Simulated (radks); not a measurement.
Problem. S10+, configuration [He] 2s2 2p2. Method: non-relativistic Kohn-Sham, PBEsol, spin-unpolarised, spherical densities, point nucleus; computed with a radial shooting solver on a logarithmic mesh with Libxc functionals. Some entries of the table are withheld. Estimate them.

| orbital | occ. | eigenvalue (hartree) | <r> (bohr) |
|---|---|---|---|
| 1s | 2 | (1) | 0.09698 |
| 2s | 2 | -18.80610 | (2) |
| 2p | 2 | -17.29862 | (3) |
| 3s | 0 | (4) | (5) |
| 3p | 0 | -6.72439 | (6) |

Solution. 
(1) 1s eigenvalue (hartree): -102.2833
(2) 2s <r> (bohr): 0.4329
(3) 2p <r> (bohr): 0.3802
(4) 3s eigenvalue (hartree): -7.17569
(5) 3s <r> (bohr): 1.069
(6) 3p <r> (bohr): 1.045
